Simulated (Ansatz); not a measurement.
Calculated with Ansatz (gas phase, PBE0-D4/def2-TZVP geometries, no zero-point term in ΔE). CBS: MP2 limit from def2 TZ/QZ plus the TZ coupled-cluster correction, frozen cores. DFT in def2-TZVPP. For Ga outer-core shells are correlated without core-valence functions, which leaves a few kJ/mol of doubt a bond. Scalar relativity is left out up to krypton. Each species was taken in one conformer, which may not be the lowest.

Reaction (substitution at a C–N bond): `C[NH][Ga]([SH])[Cl]` + `CC(=N)O` → `C/N=C(\C)O` + `[NH2][Ga]([SH])[Cl]`

```tsv
level	ΔE (kJ/mol)	difference from CCSD(T)/CBS
LDA (SPW92)	-14.0	-5.5
B97M-V	-10.0	-1.5
r2SCAN0-D4	-10.3	-1.8
BHLYP-D4	-6.9	1.6
ωB97X-V	-9.8	-1.3
revPBE	-8.3	0.2
PBE0	-9.6	-1.1
r2SCANh	-10.7	-2.2
LC-ωPBE	-10.9	-2.4
RPA@PBE/def2-TZVPP	-4.9	3.6
CCSD(T)/def2-SVP	-4.9	3.6
SCS-MP2/def2-TZVPP	-8.4	0.1
MP2/def2-QZVPP	-10.7	-2.2
SCS-MP2/def2-QZVPP	-8.9	-0.4
MP2/CBS(def2)	-11.1	-2.6
CCSD/CBS(def2)	-7.8	0.7
CCSD(T)/CBS	-8.5	0
```

Largest T1 diagnostic among the species: 0.013.

Leaving LDA and LC-ωPBE aside and taking each functional with its dispersion term where it has one, the values, not all of them listed here, spread over 3.9 kJ/mol, from r2SCAN-D4 to BHLYP-D4. LDA lies −4.1 kJ/mol from PBE without D4. At CCSD(T), def2-SVP lies +3.6 kJ/mol from the extrapolated value and def2-TZVPP +0.8 kJ/mol.
